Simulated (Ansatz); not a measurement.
M(OH)4 with several metals: vertical IE (eV) at several levels, gas phase, relaxed structures; Ansatz. Core potentials for Hf, Mo, Zr in the def2 sets, no spin–orbit coupling. Singlets are spin-restricted. The spins of the ions were chosen, not always searched. Names give formal oxidation states. The structures are stationary points that may keep the symmetry of their start. Remarks come from the PBE and PBE0 runs and from stability tests at other levels; not every state was tested. HOMO above LUMO (over both spins in singlets and doublets, within one spin in higher multiplets; at PBE or PBE0), or a gap under 0.15 eV within one spin, warns that the state may not be the lowest or that an electron is smeared out.

| species | state | geometry | PBE-D4/def2-TZVP | r2SCAN-D4/def2-TZVP | PBE0-D4/def2-TZVP | remarks |
| --- | --- | --- | --- | --- | --- | --- |
| Hf(OH)4 (HfO4H4) | singlet to doublet | PBE0-D4/def2-SVP | 9.69 | 9.95 | 10.42 | gap within one spin near zero at PBE or PBE0 (+1 doublet) |
| Ti(OH)4 (TiO4H4) | singlet to doublet | PBE-D4/def2-SVP | 10.41 | 10.67 | 11.09 | gap within one spin near zero at PBE or PBE0 (+1 doublet) |
| Mo(OH)4 (MoO4H4) | triplet to doublet | r2SCAN-D4/def2-SVP | 7.46 | 7.75 | 8.06 | – |
| Zr(OH)4 (ZrO4H4) | singlet to doublet | PBE-D4/def2-SVP | 9.70 | 9.95 | 10.41 | gap within one spin near zero at PBE or PBE0 (+1 doublet) |

Over the 4 species that have every level, the mean is 9.32 at PBE-D4/def2-TZVP, 9.58 at r2SCAN-D4/def2-TZVP, 10.00 at PBE0-D4/def2-TZVP.
